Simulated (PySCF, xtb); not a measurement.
Be(Cl)(OH) (BeClHO), SMILES [OH][Be][Cl].

xtb with GFN2-xTB at its own geometry gives an orbital gap of 7.59 eV and a dipole moment of 3.56 D.

Geometry optimised at PBE0-D3(BJ)/def2-TZVP. The values are those of a single conformer.

### Question
What does M06-2X/def2-TZVPD run with PySCF give? (An estimate is asked for; the answer gives what the named calculation found.)

### Answer
gap 10.20 eV (levels -10.63 and -0.44 eV), dipole 1.93 D.
